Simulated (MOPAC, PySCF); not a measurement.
C4H6O, SMILES `C=CCC=O` (C–C–C–C torsion -120°, C–C–C–O torsion 131°), neutral singlet in the gas phase. 

Cartesian coordinates (Å):
```xyz
11

C      1.8180     0.1206    -0.3280
C      0.5913     0.5903    -0.1467
C     -0.4781    -0.1115     0.6382
C     -1.6879    -0.4248    -0.2146
O     -2.2183    -1.5013    -0.2740
H      2.5515     0.6667    -0.9063
H      2.1331    -0.8240     0.0996
H      0.3136     1.5406    -0.5941
H     -0.1148    -1.0356     1.0877
H     -0.8299     0.5479     1.4439
H     -2.0786     0.4312    -0.8056
```
Charge 0, multiplicity 1.

All levels are single points at this geometry (B3LYP-D3(BJ)/def2-TZVP); Pople sets use spherical d functions. Orbital energies aren't observables, and empty levels follow the basis.

PM6 in MOPAC gives dipole (D) = 2.95.

**Question.** Estimate the dipole (D) from each of these levels: B3LYP-D3(BJ)/def2-TZVP in PySCF; PBE-D3(BJ)/def2-TZVP in PySCF; B3LYP/3-21G in PySCF; B3LYP/6-311+G** in PySCF; B3LYP/6-31G* in PySCF; BP86/6-31G* in PySCF; PBE/6-31G* in PySCF; HF/3-21G in PySCF.

**Answer.** 
```
level                            dipole (D)
-------------------------------  ----------
B3LYP-D3(BJ)/def2-TZVP in PySCF        2.72
PBE-D3(BJ)/def2-TZVP in PySCF          2.54
B3LYP/3-21G in PySCF                   2.35
B3LYP/6-311+G** in PySCF               2.84
B3LYP/6-31G* in PySCF                  2.55
BP86/6-31G* in PySCF                   2.40
PBE/6-31G* in PySCF                    2.38
HF/3-21G in PySCF                      2.91
```
